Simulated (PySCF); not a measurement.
## Cd (cadmium, neutral) across methods

[Kr] 4d10 5s2, closed-shell 1S. Computed with PySCF 2.14 in def2-QZVPPD with the def2 core potential (28 electrons) (7s5p4d4f2g, 88 functions), with scalar relativity through the core potential.

| method | E (hartree) | mean ε 4p (eV) | mean ε 4d (eV) | mean ε 5s (eV) | Σ⟨r²⟩ (bohr²) | ⟨S²⟩ |
| --- | --- | --- | --- | --- | --- | --- |
| wB97M-V | -167.7164 | -75.619 | -16.287 | -8.354 | 48.15 | 0.000 |
| r2SCAN | -167.8381 | -70.474 | -11.992 | -5.908 | 47.49 | 0.000 |
| UHF | -166.88491 | -86.263 | -19.603 | -7.655 | 49.70 | 0.000 |
| PBEsol | -167.5812 | -68.106 | -11.557 | -5.752 | 47.68 | 0.000 |
| B3LYP | -167.8488 | -72.055 | -13.345 | -6.390 | 48.00 | 0.000 |
| LDA | -167.4965 | -68.187 | -11.728 | -6.007 | 47.59 | 0.000 |
| PBE | -167.7909 | -68.223 | -11.573 | -5.707 | 47.89 | 0.000 |
| M06 | -167.8420 | -72.344 | -13.917 | -6.738 | 47.58 | 0.000 |
| PBE0 | -167.7763 | -72.927 | -13.767 | -6.391 | 47.95 | 0.000 |

Energies and moments cover only the electrons outside the core potential.
